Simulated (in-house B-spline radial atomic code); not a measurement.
The numbers below are computed, except where a source is named.
**Making a Troullier-Martins s channel for Li, r_c = 0.27 bohr**

Li, [He] 2s1, non-relativistic LDA (VWN5), spherical and spin-unpolarised, from a B-spline radial code for spherical atoms (atomic units). The all-electron 1s level is ε = -1.878564 hartree and its outer maximum at 0.37 bohr.

Inside r_c the pseudo-orbital is u(r) = r^1 exp(p(r)), with p = c0 + c2 r² + c4 r⁴ + … + c12 r¹². The seven coefficients follow from p and its first four derivatives at r_c, from zero curvature of the screened potential at the origin, c4 = −c2²/(2l + 5), and from the norm inside r_c. At r_c the all-electron orbital has P = 1.126475, P' = 1.010134, the screened potential V = -7.944534, V' = 38.90052, V'' = -309.3802, and the norm inside is Q = 0.1762812.

Question: What are p, p' and p'' at r_c?

Answer: p = ln(P/r_c^1) = ln(1.126475/0.27) = 1.42843. p' = P'/P − 1/r_c = 0.89672 − 3.70370 = -2.80698. The radial equation gives p'' = 2(V − ε) − 2(1) p'/r_c − p'² = -12.13194 − (-20.79246) − 7.87915 = 0.78137. Differentiating, p''' = 2V' + 2(1)p'/r_c² − 2(1)p''/r_c − 2p'p'' = -0.60943, and p'''' = 2V'' − 4(1)p'/r_c³ + 4(1)p''/r_c² − 2(1)p'''/r_c − 2p''² − 2p'p''' = -5.5768.

For a trial c2 the five matching conditions are linear in c0, c6, c8, c10 and c12, and c2 is varied until the norm inside r_c equals Q. The root nearest zero gives:

```json
{"n": "0", "c_n": "2.035438"}
{"n": "2", "c_n": "-11.97968"}
{"n": "4", "c_n": "-28.70256"}
{"n": "6", "c_n": "3745.652"}
{"n": "8", "c_n": "-64214.71"}
{"n": "10", "c_n": "479582.8"}
{"n": "12", "c_n": "-1373151"}
```

Question: Check c4 and p(r_c), and find the screened pseudopotential at the origin.

Answer: −c2²/5 = -28.7026, as listed. The terms c_n r_c^n are 2.03544, -0.87332, -0.15254, 1.45114, -1.81361, 0.98742, -0.20610, which sum to 1.42843. Inverting the radial equation, V_l(r) = ε + 1 p'/r + (p'' + p'²)/2, so V_l(0) = ε + (2l + 3) c2 = -1.878564 + 3 × (-11.9797) = -37.8176 hartree, finite where the all-electron potential diverges.

Orbitals and screened potentials:

| r (bohr) | P | u | V all-electron | V pseudo |
| --- | --- | --- | --- | --- |
| 0.027 | 0.228 | 0.2049 | -107.8 | -37.78 |
| 0.068 | 0.5083 | 0.4924 | -40.74 | -36.34 |
| 0.108 | 0.7175 | 0.7197 | -24.38 | -30.59 |
| 0.149 | 0.8782 | 0.8863 | -16.76 | -20.46 |
| 0.189 | 0.9924 | 0.9961 | -12.55 | -11.81 |
| 0.23 | 1.074 | 1.075 | -9.791 | -8.804 |
| 0.27 | 1.126 | 1.126 | -7.945 | -7.945 |

Logarithmic derivatives P'/P at R = 0.57 bohr, for energies E around ε:

| E − ε (hartree) | all-electron | pseudo |
| --- | --- | --- |
| -0.5 | -0.383098 | -0.383088 |
| -0.25 | -0.612338 | -0.612335 |
| -0.1 | -0.757077 | -0.757077 |
| 0 | -0.856808 | -0.856808 |
| 0.1 | -0.959275 | -0.959274 |
| 0.25 | -1.1184 | -1.1184 |
| 0.5 | -1.39935 | -1.39934 |

Question: With P(R) = 1.057216 and a norm of 0.56487 inside R, what slope in energy does norm conservation fix?

Answer: d(P'/P)/dE = −2 × (norm inside R)/P(R)² = -1.0108 per hartree·bohr at E = ε, for both atoms, since orbital and norm agree at R. Differences over ±0.1 hartree give -1.0110 (all-electron) and -1.0110 (pseudo), which also hold third-order terms. Half a hartree below ε the two curves differ by +0.0000.
